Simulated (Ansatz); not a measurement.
C3H8SSi, SMILES `CC1C[SiH2]S1`, relaxed with RKS PBE0-D4/def2-TZVP in Ansatz from a PBE-D4/def2-SVP geometry. The force threshold is 0.005 eV/Å; the program also tests the step.

The species carries charge 0 and has multiplicity 1.

Start:

```xyz
13

C     1.698   -0.255    0.746
C     0.241   -0.527    0.409
C    -0.661    0.729    0.245
Si   -1.536    0.085   -1.313
S     0.048   -1.389   -1.273
H     2.284   -1.195    0.805
H     2.164    0.393   -0.024
H     1.772    0.257    1.729
H    -0.199   -1.215    1.160
H    -1.268    0.969    1.140
H    -0.045    1.618   -0.003
H    -1.571    0.987   -2.519
H    -2.927   -0.457   -1.101
```

Task: How much energy does the relaxation release, and in how many steps? (An estimate is asked.)

Result: The calculation gave: 5.91 kJ/mol, in 8 steps.

Task: Which bonds change most? (Estimate.)

Result: Ansatz gave: C2–S5 from 1.900 to 1.868 Å; Si4–S5 from 2.164 to 2.133 Å; C3–Si4 from 1.899 to 1.876 Å; Si4–H12 from 1.506 to 1.487 Å.

Task: Give the relaxed structure. (An estimate is asked.)

Result: Ansatz gave: 
```xyz
13

C     1.678   -0.260    0.753
C     0.237   -0.520    0.389
C    -0.644    0.738    0.229
Si   -1.523    0.085   -1.294
S     0.066   -1.337   -1.282
H     2.251   -1.189    0.804
H     2.150    0.392    0.015
H     1.732    0.228    1.732
H    -0.215   -1.201    1.113
H    -1.224    0.989    1.117
H    -0.023    1.599   -0.032
H    -1.610    0.965   -2.490
H    -2.875   -0.490   -1.053
```
